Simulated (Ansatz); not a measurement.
Br$_{2}$Ge, charge +1, doublet, geometry from GFN2-xTB (a state made from the parent by changing its charge; the spin is typed, not shown lowest), with bond 3-1 at 2.4 times its length; SC-NEVPT2/STO-3G, CASSCF(5,6) (Ansatz, a program for electronic structure).

Ansatz was given this input:
Ansatz 0.2 input:
```yaml
crystal:
  periodic: [false, false, false]
  atoms:
    - {symbol: Ge, position_ang: [0.04098787, 0.01970421, 0.87545472]}
    - {symbol: Br, position_ang: [1.08405991, -1.64809774, -0.41494801]}
    - {symbol: Br, position_ang: [-2.74906589, 3.88461201, -2.15075916]}
basis:
  gaussian:
    orbitals: STO-3G
total_charge: 1
correlation: {method: sc_nevpt2, electrons: all, active_space: {window: {electrons: 5, orbitals: 6}}}
magnetization: {spin_polarized: false, initial_magnetization: 1}
```

### Question
Write the output that Ansatz gives for this input, abridged.

### Answer

```
Functional definition: HF
520 factors; integrals over basis functions are off by at most 1.9e-5 eV
mean field evaluation 1: about -194295.9274 eV, gradient 1.8e1 eV
mean field evaluation 2: about -194295.9312 eV, gradient 1.8e1 eV
mean field evaluation 4: about -194298.0784 eV, gradient 1.4e1 eV
mean field evaluation 8: about -194298.4684 eV, gradient 1.2e1 eV
mean field evaluation 16: about -194312.7903 eV, gradient 8.1e-2 eV
mean field evaluation 32: about -194312.8002 eV, gradient 6.1e-2 eV
mean field evaluation 64: about -194312.7964 eV, gradient 4.9e-2 eV
mean field evaluation 96: about -194300.7555 eV, gradient 5.4e-1 eV
mean field -194312.80044220 eV, -7140.8637063042 hartree, gradient 3.8e-6 eV, S^2 0.750000; 11 other end points of the search recorded, 0 dependent functions left out
reference -194312.80044220 eV, -7140.8637063042 hartree; 51, 50 occupied and 3, 4 virtual orbitals, 520 factors
state -194313.81919835 eV, -7140.9011449021 hartree
state -194313.81919835 eV, -7140.9011449021 hartree; corrected -194314.32067335 eV, -7140.9195737684 hartree
Total energy: -194314.32067335 eV, -7140.9195737684 hartree
```
